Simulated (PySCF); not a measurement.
Li(Me) cation (CH₃Li), SMILES [Li][CH3] (connectivity only; charge and spin as stated), charge +1, multiplicity 2. Atoms are numbered in the order given.

```xyz
5

Li     0.0000     0.0000    -1.7324
C      0.0000     0.0000     0.5362
H      0.9353     0.5400     0.6601
H      0.0000    -1.0800     0.6601
H     -0.9353     0.5400     0.6601
```
Charge +1, spin multiplicity 2.

Geometry optimised at ωB97X-D3(BJ)/def2-TZVPD. The multiplicity is an assumed one; other spin states were not compared. The isomer is the one that the SMILES or the coordinates give; other isomers of the formula were not compared.

Computed with PySCF with B3LYP/def2-TZVPD.

Mulliken values depend strongly on the basis, most of all with diffuse functions as here. ESP charges are fitted to the potential on shells at 1.4 to 2.0 van der Waals radii. Atomic charges (e):

```csv
atom,meta-Löwdin,ESP fit,Mulliken spin
Li1,___,0.85,0.04
C2,___,-0.30,1.08
H3,___,0.15,-0.04
H4,___,0.15,-0.04
H5,___,0.15,-0.04
```

Q: What belongs in the gaps? (An estimate is asked for; the answer gives what the named calculation found.)

A: 
- Li1, meta-Löwdin: 0.91
- C2, meta-Löwdin: -0.40
- H3, meta-Löwdin: 0.16
- H4, meta-Löwdin: 0.16
- H5, meta-Löwdin: 0.16
